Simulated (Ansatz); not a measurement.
Computed with Ansatz.

A structure relaxed at PBE0-D4/def2-TZVP, charge 0, multiplicity 1:

| atom | x (Å) | y (Å) | z (Å) |
| --- | --- | --- | --- |
| O1 | 0.190 | 0.200 | 1.757 |
| Si2 | 0.423 | -0.517 | 0.301 |
| O3 | 1.955 | -0.252 | -0.202 |
| C4 | -0.841 | 0.239 | -0.887 |
| F5 | -2.075 | 0.312 | -0.225 |
| H6 | -0.707 | 0.479 | 1.951 |
| H7 | 0.275 | -1.988 | 0.361 |
| H8 | 2.323 | 0.623 | -0.072 |
| H9 | -0.981 | -0.350 | -1.799 |
| H10 | -0.561 | 1.256 | -1.185 |

Give its formula and SMILES.

CH5FO2Si, `O[SiH](O)CF`.

Summarise the bond lengths by kind.

2 × O–Si 1.634 to 1.640 Å; 2 × H–O 0.959 to 0.960 Å; 1 × C–Si 1.892 Å; 1 × H–Si 1.480 Å; 1 × C–F 1.402 Å; 2 × C–H 1.094 to 1.096 Å.
